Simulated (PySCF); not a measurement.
A species of formula C4H5ClO2 has this rotational fingerprint, computed with PySCF 2.14.0, PBE0-D3(BJ)/def2-SVP geometry optimisation, gas phase:

```
Rotational constants : A = 5332, B = 1204, C = 1025 MHz
Dipole components    : |μa| = 1.96 D, |μb| = 1.18 D, |μc| = 0.43 D
Inertial defect      : -21.74 u·Å²
κ                    : -0.92
```

Task: Which candidate fits, each taken in the one conformer that was computed?
A. `[CH3:1][O:2][C:3](=[O:4])/[CH:5]=[CH:6]\[Cl:7]` with C1–O2–C3–O4 0°, O2–C3–C5–C6 179°
B. `[O:1]=[C:2]1[O:3][CH2:4][C@@H:5]1[CH2:6][Cl:7]` with C4–C5–C6–Cl7 72°

Result: B. It is O=C1OC[C@@H]1CCl, a near-prolate asymmetric top, point group C1. The candidates at the same level (rigid rotor, commonest isotopes):

```
          SMILES  A (MHz)  B (MHz)  C (MHz)  μa (D)  μb (D)  μc (D)  Δ (u·Å²)  point group                        rotor
O=C1OC[C@@H]1CCl     5332     1204     1025    1.96    1.18    0.43    -21.74           C1  near-prolate asymmetric top
  COC(=O)/C=C\Cl     6765     1089    943.4    0.97    2.11    0.02     -3.24            –  near-prolate asymmetric top
```

`COC(=O)/C=C\Cl` has A 27 % too high. No structure here is proved a minimum.
